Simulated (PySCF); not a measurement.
Spectrum to structure. Method used: PySCF, TDDFT PBE0/def2-SVPD, vertical, gas phase, core orbitals frozen in the response. Geometries: GFN2-xTB, one conformer each.

```tsv
state	E (eV)	f	main configurations (H = HOMO, L = LUMO)
S1	5.71	0.018	H→L (84%), H-1→L (13%)
S2	5.88	0.0098	H-1→L (86%), H→L (13%)
S3	6.52	0.0004	H-2→L (38%), H→L+3 (25%), H-2→L+1 (17%)
S4	6.61	0.014	H-2→L (31%), H→L+3 (25%), H→L+1 (22%)
S5	6.69	0.038	H→L+1 (40%), H→L+3 (16%), H-2→L (16%)
S6	6.85	0.0030	H-2→L+1 (42%), H-2→L+2 (22%), H-2→L (14%)
S7	6.95	0.013	H-4→L (65%), H-3→L (26%)
S8	7.03	0.0075	H→L+2 (67%), H→L+1 (22%)
```

Triplets computed (Tamm–Dancoff): 4.37, 5.30, 5.52 eV.

Orbital energies (eV): HOMO-3 -8.45, HOMO-2 -8.28, HOMO-1 -7.90, HOMO -7.54, LUMO -0.72, LUMO+1 0.42, LUMO+2 0.60.

Problem. Which structure fits? All have the formula C6H9OP.
A. `COc1ccp(C)c1`
B. `C#CC[P@@](C)(=O)C=C`
C. `C#CP1CC(OC)C1`

Solution. B. Its S1, at 5.71 eV, is the highest among the candidates; the nearest of the others has S1 at 5.09 eV. S1 is HOMO→LUMO (84%), HOMO-1→LUMO (13%). Löwdin shares by element: HOMO carbon 42% or more, oxygen 36% (atoms not listed hold the other 23%); LUMO carbon 69% or more, phosphorus 7%, hydrogen 6% or more (atoms not listed hold the other 19%). At the same level the other candidates give, for their lowest levels:
- `COc1ccp(C)c1`: 4.42 eV (f 0.063); 4.87 eV (f 0.081); 5.97 eV (f 0.013); 6.16 eV (f 0.000); 6.41 eV (f 0.091); T1 3.05 eV; HOMO -6.26, LUMO -0.97 eV
- `C#CP1CC(OC)C1`: 5.09 eV (f 0.017); 5.79 eV (f 0.041); 6.37 eV (f 0.027); 6.41 eV (f 0.004); 6.46 eV (f 0.005); T1 4.37 eV; HOMO -6.74, LUMO -0.30 eV

Conformer computed: `[CH:1]#[C:2][CH2:3][P@@:4]([CH3:5])(=[O:6])[CH:7]=[CH2:8]`: C2–C3–P4–C5 55°, C3–P4–C7–C8 -125°.
